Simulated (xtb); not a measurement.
H6O7Si2, charge +1, doublet, geometry from GFN2-xTB (a state made from the parent by changing its charge; the spin is typed, not shown lowest); GFN2-xTB with ALPB(water) run with xtb.

xtb was given this input:
```
$ xtb mol.xyz --gfn 2 --chrg 1 --uhf 1 --alpb water --json

# file mol.xyz
15

O      2.41966445     0.54915492     1.01634452
Si     1.48191774    -0.57204244     0.34690024
O      2.03260469    -1.04435286    -1.09021570
O      1.25150703    -1.81904426     1.33614288
O      0.02661772     0.12019069     0.08958886
Si    -1.47780590     0.59064918    -0.33319711
O     -1.30736670     1.79681927    -1.38411950
O     -2.20575138    -0.68591695    -0.98988622
O     -2.22027904     1.06800434     1.01014567
H      2.93417376     1.20192621     0.54228766
H      1.95468479    -1.92615436    -1.45393622
H      1.29122476    -1.77906642     2.29158328
H     -1.25510346     1.70767692    -2.33541225
H     -2.78545595    -1.29040763    -0.52660267
H     -2.17306407     1.94669000     1.38623266
```

Output, abridged:

```
   ID    Z sym.   atoms
    1    8 O      1, 3-5, 7-9
    2   14 Si     2, 6
    3    1 H      10-15

           -------------------------------------------------
          |                Calculation Setup                |
           -------------------------------------------------

           -------------------------------------------------
          |                 G F N 2 - x T B                 |
           -------------------------------------------------

      * Solvation model:               ALPB
        Solvent                        water
        Parameter file                 internal GFN2-xTB/ALPB
        Dielectric constant                8.0200E+01
        Reference state                gsolv [1 M gas/solution]
        Free energy shift                  1.0808E-03 Eh       6.7819E-01 kcal/mol
        Temperature                        2.9815E+02 K
        Density                            1.0000E+00 kg/L
        Solvent mass                       1.8000E+01 g/mol
        Interaction kernel             P16
        Born radius scaling (c1)           1.4744E+00
        Born radii integrator          GBOBC
        Born offset                        0.0000E+00 a0       0.0000E+00 AA
        H-bond correction              true
        Ion screening                  false
        Surface tension                    1.0000E-05 Eh       1.5569E+01 dyn/cm
        Grid points                               230 per atom

          ...................................................
          :                      SETUP                      :
          :.................................................:
          :  # basis functions                  54          :
          :  # atomic orbitals                  52          :
          :  # shells                           26          :
          :  # electrons                        55          :
          :  max. iterations                   250          :
          :  Hamiltonian                  GFN2-xTB          :
          :  restarted?                      false          :
          :  GBSA solvation                   true          :
          :  PC potential                    false          :
          :  electronic temp.          300.0000000     K    :
          :  accuracy                    1.0000000          :
          :  -> integral cutoff          0.2500000E+02      :
          :  -> integral neglect         0.1000000E-07      :
          :  -> SCF convergence          0.1000000E-05 Eh   :
          :  -> wf. convergence          0.1000000E-03 e    :
          :  Broyden damping             0.4000000          :
          :  net charge                          1          :
          :  unpaired electrons                  1          :
          ...................................................

 iter      E             dE          RMSdq      gap      omega  full diag
   1    -35.1340884 -0.351341E+02  0.727E+00   10.99       0.0  T
   2    -35.1697113 -0.356229E-01  0.404E+00   10.38       1.0  T
   3    -35.1643939  0.531739E-02  0.131E+00    9.84       1.0  T
   4    -35.1653723 -0.978363E-03  0.115E+00    9.93       1.0  T
   5    -35.1702656 -0.489330E-02  0.870E-01   10.00       1.0  T
   6    -35.1755539 -0.528838E-02  0.555E-01   10.02       1.0  T
   7    -35.1782111 -0.265713E-02  0.301E-01   10.03       1.0  T
   8    -35.1789619 -0.750782E-03  0.146E-01   10.03       1.0  T
   9    -35.1790473 -0.854035E-04  0.790E-02   10.04       1.0  T
  10    -35.1789786  0.687149E-04  0.965E-02   10.04       1.0  T
  11    -35.1790693 -0.907285E-04  0.463E-02   10.04       1.0  T
  12    -35.1790905 -0.212428E-04  0.199E-02   10.04       1.3  T
  13    -35.1790940 -0.345865E-05  0.107E-02   10.04       2.4  T
  14    -35.1790949 -0.881481E-06  0.646E-03   10.04       4.0  T
  15    -35.1790953 -0.420903E-06  0.260E-03   10.04       9.9  T
  16    -35.1790953 -0.582747E-07  0.152E-03   10.04      17.0  T
[...]
         :: total energy             -34.957306789928 Eh    ::
[...]
        35                          0.0093802               0.2552
        36                          0.0624608               1.6996
        37                          0.0807023               2.1960
        38                          0.0811519               2.2083
        39                          0.1680214               4.5721
       ...                                ...                  ...
        52                          0.9697532              26.3883
      -------------------------------------------------------------
                  HL-Gap            0.3689948 Eh           10.0409 eV
             Fermi-level           -0.3941432 Eh          -10.7252 eV

     #   Z          covCN         q      C6AA      α(0)
     1   8 O        1.576    -0.447    21.830     6.305
     2  14 Si       3.119     0.687   147.563    26.079
     3   8 O        1.576    -0.443    21.743     6.292
     4   8 O        1.576    -0.445    21.796     6.300
     5   8 O        1.539    -0.342    19.841     6.009
     6  14 Si       3.119     0.687   147.564    26.079
     7   8 O        1.576    -0.444    21.779     6.297
     8   8 O        1.576    -0.443    21.756     6.294
     9   8 O        1.576    -0.447    21.837     6.306
    10   1 H        0.808     0.439     0.419     1.017
    11   1 H        0.808     0.441     0.415     1.012
    12   1 H        0.808     0.439     0.419     1.016
    13   1 H        0.808     0.440     0.417     1.014
    14   1 H        0.808     0.441     0.416     1.013
    15   1 H        0.808     0.438     0.420     1.018

 Mol. C6AA /au·bohr⁶  :       3519.309544
 Mol. C8AA /au·bohr⁸  :     127255.005918
 Mol. α(0) /au        :        102.049367

Wiberg/Mayer (AO) data.
largest (>0.10) Wiberg bond orders for each atom

 ---------------------------------------------------------------------------
     #   Z sym  total        # sym  WBO       # sym  WBO       # sym  WBO
 ---------------------------------------------------------------------------
     1   8 O    2.163 --     2 Si   1.177    10 H    0.787
     2  14 Si   4.534 --     1 O    1.177     4 O    1.176     3 O    1.172
                             5 O    0.955
     3   8 O    2.157 --     2 Si   1.172    11 H    0.785
     4   8 O    2.162 --     2 Si   1.176    12 H    0.787
     5   8 O    2.237 --     2 Si   0.955     6 Si   0.955
     6  14 Si   4.534 --     9 O    1.178     7 O    1.174     8 O    1.173
                             5 O    0.955
     7   8 O    2.161 --     6 Si   1.174    13 H    0.785
     8   8 O    2.156 --     6 Si   1.173    14 H    0.786
     9   8 O    2.165 --     6 Si   1.178    15 H    0.788
    10   1 H    0.808 --     1 O    0.787
    11   1 H    0.805 --     3 O    0.785
    12   1 H    0.807 --     4 O    0.787
    13   1 H    0.806 --     7 O    0.785
    14   1 H    0.806 --     8 O    0.786
    15   1 H    0.808 --     9 O    0.788
 ---------------------------------------------------------------------------

Topologies differ in total number of bonds
Writing topology from bond orders to xtbtopo.mol

molecular dipole:
                 x           y           z       tot (Debye)
 q only:       -0.017      -0.078      -0.069
   full:       -0.011      -0.056      -0.057       0.204
molecular quadrupole (traceless):
                xx          xy          yy          xz          yz          zz
 q only:        5.932      -3.893      -2.459       2.242      -0.893      -3.474
  q+dip:        3.908      -2.558      -1.617       1.461      -0.581      -2.291
   full:        4.820      -3.158      -1.994       1.805      -0.711      -2.826

           -------------------------------------------------
          | TOTAL ENERGY              -34.957306789928 Eh   |
          | GRADIENT NORM               0.016261628197 Eh/α |
          | HOMO-LUMO GAP              10.040859976350 eV   |
           -------------------------------------------------

normal termination of xtb
```
